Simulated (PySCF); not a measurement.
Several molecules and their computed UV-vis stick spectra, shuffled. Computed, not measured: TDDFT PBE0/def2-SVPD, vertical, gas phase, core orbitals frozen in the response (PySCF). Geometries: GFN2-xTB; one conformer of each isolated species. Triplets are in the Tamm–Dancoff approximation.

A. `N[C@@H]1C=C[C@H]2C[C@@H]12`
B. `[H]/N=C/C=C\C=C/C`
C. `COc1ccp(C)c1`
D. `C[C@H](F)C1=COC(F)=CO1`
E. `CCC1=C(F)C=CO1`

Lowest singlet levels (six at most, fewer where fewer were computed) with oscillator strengths:

1. 5.85 eV (f 0.016); 6.33 eV (f 0.122); 6.62 eV (f 0.013); 6.80 eV (f 0.025); 7.10 eV (f 0.025); 7.20 eV (f 0.021); T1 4.18 eV
2. 4.42 eV (f 0.063); 4.87 eV (f 0.081); 5.97 eV (f 0.013); 6.16 eV (f 0.000); 6.41 eV (f 0.091); 6.57 eV (f 0.008); T1 3.05 eV
3. 5.92 eV (f 0.226); 6.18 eV (f 0.019); 6.51 eV (f 0.011); 6.81 eV (f 0.032); 7.06 eV (f 0.015); 7.24 eV (f 0.011); T1 3.90 eV
4. 4.31 eV (f 0.002); 5.22 eV (f 0.012); 5.94 eV (f 0.004); 6.01 eV (f 0.007); 6.38 eV (f 0.000); 6.56 eV (f 0.005); T1 3.24 eV
5. 4.23 eV (f 0.001); 4.75 eV (f 0.753); 6.08 eV (f 0.173); 6.37 eV (f 0.004); 6.41 eV (f 0.001); 6.47 eV (f 0.008); T1 2.60 eV

Question: Match each spectrum to its molecule.

Answer: 1 = A, 2 = C, 3 = E, 4 = D, 5 = B.
- A: S1 at 5.85 eV, HOMO→LUMO (51%), HOMO-1→LUMO (48%); Löwdin shares by element: HOMO carbon 40% or more, nitrogen 27% (atoms not listed hold the other 33%); LUMO carbon 66% or more (atoms not listed hold the other 34%); HOMO -6.84 and LUMO 0.22 eV.
- B: S1 at 4.23 eV, HOMO-1→LUMO (96%); Löwdin shares by element: HOMO carbon 72% or more (atoms not listed hold the other 28%); LUMO carbon 49% or more, nitrogen 18% (atoms not listed hold the other 32%); HOMO -6.61 and LUMO -1.65 eV; point group Cs.
- C: S1 at 4.42 eV, HOMO→LUMO (97%); Löwdin shares by element: HOMO carbon 42% or more, phosphorus 17%, oxygen 14% (atoms not listed hold the other 27%); LUMO carbon 51% or more, phosphorus 13% (atoms not listed hold the other 36%); HOMO -6.26 and LUMO -0.97 eV.
- D: S1 at 4.31 eV, HOMO→LUMO (99%); Löwdin shares by element: HOMO oxygen 43%, carbon 27% or more (atoms not listed hold the other 30%); LUMO carbon 68% or more (atoms not listed hold the other 32%); HOMO -6.03 and LUMO -0.37 eV.
- E: S1 at 5.92 eV, HOMO→LUMO (90%); Löwdin shares by element: HOMO carbon 75% or more (atoms not listed hold the other 25%); LUMO carbon 52% or more, oxygen 17% (atoms not listed hold the other 31%); HOMO -6.47 and LUMO 0.10 eV.
B and D have S1 within 0.09 eV of each other; their strongest listed levels stand at 4.75 eV (f 0.753) and 5.22 eV (f 0.012).
C and D have S1 within 0.12 eV of each other; their strongest listed levels stand at 6.41 eV (f 0.091) and 5.22 eV (f 0.012).
A and E have S1 within 0.07 eV of each other; their strongest listed levels stand at 6.33 eV (f 0.122) and 5.92 eV (f 0.226).
